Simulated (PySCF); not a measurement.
# Electron correlation in Xe+ (xenon, charge +1)

[Kr] 4d10 5s1 5p5 6s1, high-spin 4P determinant (an excited configuration). Computed with PySCF 2.14 in dyall-av2z (22s16p12d, 130 functions), with no relativity, point nucleus. Frozen: [Kr] 4d10; 7 electrons correlated; the 62 highest virtual orbitals of each spin left out.

MP2 pair energies summed by pair of shells (mhartree):

```csv
pair,energy,share (%)
5p-5p,-100.36,72.4
5p-6s,-30.33,21.9
5s-5p,-7.43,5.4
5s-6s,-0.41,0.3
```

Total MP2 correlation energy: -138.53 mhartree.

Same-spin part -26.32 and opposite-spin part -112.20 mhartree; SCS-MP2 scales them by 1/3 and 6/5 to -143.42 mhartree.
